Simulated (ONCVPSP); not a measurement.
## An odd input for ONCVPSP 4.0.1 (Mo)

Command:

```bash
oncvpsp.x < Mo.dat > Mo.out
```

Input:

```
# ATOM AND REFERENCE CONFIGURATION
# atsym  z   nc   nv     iexc    psfile
  Mo 42.00    6    3        4      upf
#
#   n    l    f
    1    0    2.00
    2    0    2.00
    2    1    6.00
    3    0    2.00
    3    1    6.00
    3    2   10.00
    4    0    2.00
    4    1    6.00
    4    2    5.00
#
# PSEUDOPOTENTIAL AND OPTIMIZATION
# lmax
    2
#
#   l,   rc,      ep,       ncon, nbas, qcut
    0    1.10    0.00    5    8   40.00
    1    2.00    0.00    5   10    7.50
    2    2.65    0.00    3    8    5.20
#
# LOCAL POTENTIAL
# lloc, lpopt,  rc(5),   dvloc0
    4    5    1.00    0.00
#
# VANDERBILT-KLEINMAN-BYLANDER PROJECTORs
# l, nproj, debl
    0    1    0.40
    1    1    3.10
    2    3    0.80
#
# MODEL CORE CHARGE
# icmod, fcfact, rcfact
    1    0.60    0.00
#
# LOG DERIVATIVE ANALYSIS
# epsh1, epsh2, depsh
   -4.00    5.00    0.02
#
# OUTPUT GRID
# rlmax, drl
    6.00    0.01
#
# TEST CONFIGURATIONS
# ncnf
    4
# nvcnf
#   n    l    f
    4
    4    0    2.00
    4    1    6.00
    4    2    5.00
    5    0    1.00
#
    3
    4    0    2.00
    4    1    6.00
    4    2    4.00
#
    3
    4    0    2.00
    4    1    6.00
    4    2    3.00
#
    5
    4    0    2.00
    4    1    6.00
    4    2    4.00
    5    0    1.00
    5    1    1.00
#
```

Output:

```
ONCVPSP  (Optimized Norm-Conservinng Vanderbilt PSeudopotential)
scalar-relativistic version 4.0.1

#   n    l    f        energy (Ha)
    1    0    2.00    -7.2871927E+02
    2    0    2.00    -1.0312952E+02
    2    1    6.00    -9.2220263E+01
    3    0    2.00    -1.7758243E+01
    3    1    6.00    -1.4182927E+01
    3    2   10.00    -8.3664784E+00
    4    0    2.00    -2.6134033E+00
    4    1    6.00    -1.6643436E+00
    4    2    5.00    -3.8270971E-01

Reference configufation results
  iterations    21
  all-electron total energy (Ha)   -4.04836612D+03

Begin loop to  construct optimized pseudo wave functions
and semi-local pseudopoentials for all angular momenta

Calculating optimized projector #   1

 for l=   0

    Fraction of norm inside rc  0.529499
    Optimizing pswf for qcut=  40.00 a_B^-1,  ecut= 800.00 Ha
    Residual kinetic energy error= -1.91D+01 Ha
 ERROR pspot:  first pseudo wave function has node,          program will stop
 ERROR pspot: try changing psp parameters for this l
```

**Question.** This input was made by a single change from one that runs to its end. What was changed?

**Answer.** The change: qcut of l = 0 set to 40.00. The program stops during the generation: "ERROR pspot: first pseudo wave function has node, program will stop".
